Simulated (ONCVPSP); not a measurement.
## nitrogen (N): one change to an ONCV potential, before and after

ONCVPSP 4.0.1 input, shortened (lines: element, Z, core and valence counts, functional; n l f; lmax; l rc ep ncon nbas qcut; lloc lpopt rc5 dvloc0; l nproj debl; icmod fcfact rcfact), revPBE, non-relativistic:

```
  N 7.00    1    2  -102130      upf
    1    0    2.00
    2    0    2.00
    2    1    2.50
    2
    0    0.85    0.00    3    6    6.80
    1    2.15    0.00    4    8    6.00
    2    1.85    0.03    4    8    4.90
    4    4    0.70   -1.00
    0    2    2.00
    1    2    2.10
    2    1    1.30
    3    1.50    1.10
```

All-electron outer shells of the reference configuration (revPBE, non-relativistic, ld1.x):

```csv
shell,level (eV),outermost node (bohr),outermost maximum (bohr)
1s,-392.54,–,0.15
2s,-25.14,0.32,1.00
2p,-13.39,–,0.96
```

Change: local potential polynomial inside 0.70 bohr (lpopt 4, dvloc0 4 Ha).

Cutoffs: the cutoffs (Ha) at which the residual kinetic energy of the hardest occupied pseudo-wave falls to 1 and 0.1 mHa per electron; they do not see the model core or the augmentation charge, which bear on the density cutoff. Errors are all-electron minus pseudo energies relative to the spin-unpolarised reference configuration.

How do hardness, ghosts and transferability respond?

The potential gets neither clearly harder nor softer (46 Ha and 116 Ha → 46 Ha and 116 Ha); the errors of the 4 common tests hardly move; the range in which the d phases agree widens (upper end 2.6 → 4.8); neither file shows a bound ghost.

| quantity | base | changed |
| --- | --- | --- |
| cutoff, loose | 46 Ha | 46 Ha |
| cutoff, tight | 116 Ha | 116 Ha |
| bound ghosts | none | none |
| GHOST(+) flags under 300 eV | d at 77.2 eV | none |
| error for 2s2 2p3, meV [ΔE -5.07 eV] | +15 | +15 |
| error for 2s2 2p2, meV [ΔE 8.47 eV] | +32 | +32 |
| error for 2s2 2p1, meV [ΔE 37.26 eV] | +493 | +493 |
| error for 2s1 2p3, meV [ΔE 20.32 eV] | -81 | -81 |
| s: phases at 0.86 bohr within 0.05 rad from the reference energy up to (Ha; the scan ends near 5) | to the end of the scan | to the end of the scan |
| p: phases at 2.18 bohr within 0.05 rad from the reference energy up to (Ha; the scan ends near 5) | 4.4 | 4.5 |
| d: phases at 1.88 bohr within 0.05 rad from the reference energy up to (Ha; the scan ends near 5) | 2.6 | 4.8 |
| rms error of d²Exc/dni dnj with the model core, mHa | 1.34 | 1.34 |
